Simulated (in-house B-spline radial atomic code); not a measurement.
**KLI/ALDAx excitations of Ge⁴⁺**

Method: KLI/ALDAx. Computed with an all-electron radial atomic-structure program (B-spline basis): linear response of the closed shell [Ar] 3d10 with the adiabatic LDA exchange kernel on the exchange-only KLI potential; scalar-relativistic (spin-free one-electron X2C), finite nucleus, no spin-orbit coupling, no double excitations, S, P, D and F terms only. Only terms of natural parity with L up to 3 were computed.

Command:
```bash
python run_td.py task.json out
```
Settings (radii: box in bohr, nucleus in fm):
```
Z                        32
electrons                28
configuration            [Ar] 3d10
hamiltonian              x2c
method                   kli
box_radius               19.1
rms_radius               4.0742
intervals                105
```

Cost of the run: 1.2 s on 1 thread of Intel(R) Xeon(R) Platinum 8488C (Sapphire Rapids), with other jobs on the host.

The lowest states, in the order of their Tamm-Dancoff energies; the method's threshold (minus the highest occupied level) is 92.33 eV. Labels give the largest channel, * marks a mixed state, and oscillator strengths are full-response dipole values. Semilocal kernels can invert the small singlet-triplet splittings of Rydberg terms. Energies in eV:

| state | full response | Tamm-Dancoff | oscillator strength |
| --- | --- | --- | --- |
| 3d → 4s 3D | 29.147 | 29.165 | - |
| 3d → 4s 1D | ? | ? | - |
| 3d → 4p 3P | 40.84 | 40.87 | - |
| 3d → 4p 3F | 41.18 | 41.19 | - |
| 3d → 4p 1F | 41.70 | 41.71 | - |
| 3d → 4p 1P | ? | ? | ? |
| 3d → 4d 3S | 57.32 | 57.37 | - |
| 3d → 4d 3D | 58.37 | 58.38 | - |
| 3d → 4d 1D | 58.95 | 58.97 | - |
| 3d → 5s 3D | 62.14 | 62.15 | - |

Q: Where does 3d → 4p 1P lie?

A: At 42.69 eV in full response, 42.77 eV in Tamm-Dancoff, oscillator strength 0.565.

Q: Where does 3d → 4s 1D lie?

A: At 29.940 eV in full response, 29.952 eV in Tamm-Dancoff.

Q: How large is the singlet-triplet splitting of 3d → 4s (D terms) in Tamm-Dancoff?

A: 0.787 eV, from the unrounded values.

Q: What polarisabilities and dispersion coefficient does the method give?

A: Dipole 0.7751 bohr³, quadrupole 1.089 bohr⁵, C6 1.46 hartree·bohr⁶ for two such species.
